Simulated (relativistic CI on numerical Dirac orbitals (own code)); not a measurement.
**Radial parameters of As IX**

These numbers are calculated, not measured: Dirac-Coulomb-Breit CI, orbitals from a KLI potential per configuration, a model potential for QED, unscaled Slater integrals (own radial code, finite nucleus).

Slater integrals F^k, G^k are unscaled and averaged over j, outside the closed core [Ne]; ζ comes from projecting the Hamiltonian with its Breit term on Σ l·s of the shell.

- 3s²3p⁶3d⁷: F^2(3d,3d) = 165990, F^4(3d,3d) = 105180, ζ(3d) = 2563.9 cm⁻¹; <r>(3d) = 0.5887, <r^2>(3d) = 0.4172 (bohr units).
- 3s²3p⁵3d⁸: ζ(3p) = 28948, F^2(3d,3d) = 165600, F^4(3d,3d) = 104910, F^2(3p,3d) = 163120, G^1(3p,3d) = 195110, G^3(3p,3d) = 122420, ζ(3d) = 2508.3 cm⁻¹; <r>(3p) = 0.5884, <r^2>(3p) = 0.4027, <r>(3d) = 0.5899, <r^2>(3d) = 0.4189 (bohr units).
- 3s²3p⁶3d⁶4s: F^2(3d,3d) = 170770, F^4(3d,3d) = 108400, ζ(3d) = 2703.6, G^2(3d,4s) = 17421 cm⁻¹; <r>(3d) = 0.5747, <r^2>(3d) = 0.3966, <r>(4s) = 1.361, <r^2>(4s) = 2.079 (bohr units).

Task: Give the Racah parameters of the d shell in 3s²3p⁶3d⁷.

Result: B = F²/49 − 5F⁴/441 = 2195 cm⁻¹ and C = 35F⁴/441 = 8347 cm⁻¹.

Averages of the first 10 configurations, taken without configuration mixing, which lowers the lowest level and can move excited configurations by several eV; other configurations of the list can lie among them:

```
Configuration  Parity  States  Average energy above the lowest level (eV)
    3s²3p⁶3d⁷    even     120                                         6.0
    3s²3p⁵3d⁸     odd     270                                       109.1
  3s²3p⁶3d⁶4s    even     420                                        85.4
    3s²3p⁴3d⁹    even     150                                       214.3
     3s3p⁶3d⁸    even      90                                       173.6
  3s²3p⁶3d⁶4p     odd    1260                                       102.7
 3s²3p⁶3d⁵4s²    even     252                                       176.0
  3s²3p⁶3d⁶4d    even    2100                                       129.1
3s²3p⁶3d⁵4s4p     odd    3024                                       191.7
       3p⁶3d⁹    even      10                                       344.3
```
